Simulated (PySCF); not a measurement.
# Dipole response of Cd⁺ (cadmium, charge +1)

[Kr] 4d10 5s1, 2S determinant. All numbers are calculated (PySCF 2.14, scalar relativity through the core potential, in def2-QZVPPD with the def2 core potential (28 electrons)). Coupled (time-dependent) response in atomic units; α is the mean over directions.

| method | mean α (bohr³) | C₆ (like pair) | S(−4) |
| --- | --- | --- | --- |
| wB97M-V | 26.15 | 154.8 | 511.3 |

S(−4) is the Cauchy moment in α(ω) = α(0) + S(−4) ω² + …

α(iu) at wB97M-V:

| u (hartree) | α(iu) (bohr³) |
| --- | --- |
| 0 | 26.15 |
| 0.0500 | 24.94 |
| 0.100 | 22.06 |
| 0.200 | 15.90 |
| 0.300 | 11.79 |
| 0.500 | 7.662 |
| 0.750 | 5.363 |
| 1.00 | 4.115 |
| 1.50 | 2.737 |
| 2.00 | 1.974 |
| 3.00 | 1.163 |
| 5.00 | 0.5304 |

For an ion, C₆ is the dispersion term alone; charge-induced terms of lower order in 1/R come first.

Energies and moments cover only the electrons outside the core potential.
